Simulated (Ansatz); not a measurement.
Calculated with Ansatz (gas phase, PBE0-D4/def2-TZVP geometries, no zero-point term in ΔE). CCSD(T)/CBS adds triple-zeta CCSD(T) − MP2 to the extrapolated MP2 energy (def2 sets, frozen cores). Functionals use def2-TZVPP. B3LYP here is the variant with VWN-RPA as its local correlation; programs differ in this. HSE06 is defined as in plane-wave codes. One conformer a species, not always the lowest.

`BO[SiH2]C#C` + `O[SiH3]` → `C#CO[SiH3]` + `BO[SiH3]`  (substitution at a C–Si bond)

`BO[SiH2]C#C`:

```xyz
10

B     0.518   -2.104   -0.464
O     0.736   -0.782   -0.619
Si   -0.305    0.499   -0.708
C    -0.149    1.491    0.808
C    -0.066    2.163    1.806
H    -0.607   -2.523   -0.385
H     1.471   -2.829   -0.414
H     0.090    1.317   -1.874
H    -1.699    0.013   -0.838
H     0.010    2.755    2.689
```

`O[SiH3]`:

Cartesian coordinates in Å:
```
O -1.022 0.016 0.773
Si 0.200 0.087 -0.330
H -0.862 -0.459 1.589
H 1.407 0.757 0.229
H -0.327 0.870 -1.470
H 0.604 -1.270 -0.791
```

`C#CO[SiH3]`:

```xyz
8

C    -1.575   -1.489    0.719
C    -1.111   -0.536    0.160
O    -0.631    0.497   -0.450
Si    1.006    0.879   -0.410
H    -1.996   -2.331    1.211
H     1.109    2.110   -1.220
H     1.779   -0.237   -1.003
H     1.418    1.107    0.994
```

`BO[SiH3]`:

```xyz
8

B    -1.491    0.374   -0.284
O    -0.529   -0.159    0.493
Si    1.109   -0.317    0.290
H    -1.207    0.854   -1.351
H    -2.619    0.352    0.122
H     1.520    0.257   -1.017
H     1.438   -1.761    0.346
H     1.778    0.399    1.401
```

| level | ΔE (kcal/mol) | difference from CCSD(T)/CBS |
| --- | --- | --- |
| LDA (SPW92) | 25.1 | -7.9 |
| revPBE-D4 | 28.1 | -4.9 |
| r2SCAN-D4 | 30.0 | -3.0 |
| B97M-V | 30.7 | -2.3 |
| PBE0-D4 | 28.6 | -4.4 |
| r2SCANh-D4 | 30.0 | -3.0 |
| r2SCAN0-D4 | 30.0 | -3.0 |
| HSE06-D4 | 28.6 | -4.4 |
| BHLYP-D4 | 29.7 | -3.3 |
| CAM-B3LYP-D4 | 28.6 | -4.4 |
| ωB97X-V | 29.0 | -4.0 |
| B2PLYP | 30.6 | -2.4 |
| PBE-QIDH | 30.7 | -2.3 |
| PBE | 27.6 | -5.4 |
| revPBE | 28.2 | -4.8 |
| BLYP | 28.2 | -4.8 |
| r2SCAN | 29.9 | -3.1 |
| PBE0 | 28.5 | -4.5 |
| B3LYP | 28.7 | -4.3 |
| r2SCANh | 30.0 | -3.0 |
| r2SCAN0 | 30.0 | -3.0 |
| HSE06 | 28.5 | -4.5 |
| BHLYP | 29.4 | -3.6 |
| CAM-B3LYP | 28.4 | -4.6 |
| LC-ωPBE | 28.3 | -4.7 |
| RPA@PBE/def2-TZVPP | 30.7 | -2.3 |
| MP2/def2-SVP | 26.9 | -6.1 |
| CCSD/def2-SVP | 25.8 | -7.2 |
| CCSD(T)/def2-SVP | 25.7 | -7.3 |
| HF/def2-TZVPP | 29.8 | -3.2 |
| MP2/def2-TZVPP | 33.2 | 0.2 |
| SCS-MP2/def2-TZVPP | 32.5 | -0.5 |
| CCSD/def2-TZVPP | 31.8 | -1.2 |
| CCSD(T)/def2-TZVPP | 32.0 | -1.0 |
| HF/def2-QZVPP | 29.8 | -3.2 |
| MP2/def2-QZVPP | 33.8 | 0.8 |
| SCS-MP2/def2-QZVPP | 33.1 | 0.1 |
| HF/CBS(def2) | 29.8 | -3.2 |
| MP2/CBS(def2) | 34.3 | 1.3 |
| CCSD/CBS(def2) | 32.9 | -0.1 |
| CCSD(T)/CBS | 33.0 | 0 |

Largest T1 diagnostic among the species: 0.014.

From BLYP to BHLYP (50 % exact exchange), in def2-TZVPP and without D4, ΔE moves by +1.3 kcal/mol. In def2-TZVPP, CCSD(T) changes the Hartree–Fock value by +2.2 kcal/mol (the triples alone add +0.2 kcal/mol) and MP2 by +3.4 kcal/mol.
